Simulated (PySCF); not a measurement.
Au2, SMILES [Au][Au], multiplicity 1.

Geometry optimised at PBE-D3(BJ)/def2-TZVPD. The multiplicity is an assumed one; other spin states were not compared. The def2 effective core potentials stand for the cores of Au; spin–orbit coupling is left out.

Computed with TDDFT-PBE/def2-TZVPD in PySCF.

Vertical excitations; the highest root listed may be one member of a degenerate set. The molecule is in vacuum. State labels are in the subgroup D2h.

```
state  symmetry  energy (eV)  λ (nm)      f                    main pairs
-----  --------  -----------  ------  -----  ----------------------------
S1           Ag         2.36     526  0.000               HOMO→LUMO 100 %
S2          B3u         2.39     520  0.006  HOMO−2→LUMO (degenerate set)
S3          B2u         2.39     520  0.006  HOMO−1→LUMO (degenerate set)
S4           Ag         2.47     501  0.000  HOMO−4→LUMO (degenerate set)
S5          B1g         2.47     501  0.000  HOMO−5→LUMO (degenerate set)
S6          B1u         2.76     449  0.126              HOMO−3→LUMO 97 %
S7          B1u         2.78     446  0.000  HOMO−6→LUMO (degenerate set)
S8           Au         2.78     446  0.000  HOMO−7→LUMO (degenerate set)
S9          B3g         3.82     325  0.000  HOMO−9→LUMO (degenerate set)
S10         B2g         3.82     325  0.000  HOMO−8→LUMO (degenerate set)
T1           Ag         1.78     695      0               HOMO→LUMO 100 %
T2          B2u         1.86     666      0  HOMO−1→LUMO (degenerate set)
T3          B3u         1.86     666      0  HOMO−2→LUMO (degenerate set)
T4          B1u         1.92     646      0             HOMO−3→LUMO 100 %
```
Triplets are in the Tamm–Dancoff approximation, which puts them higher than full response would, so one can lie above its singlet here.
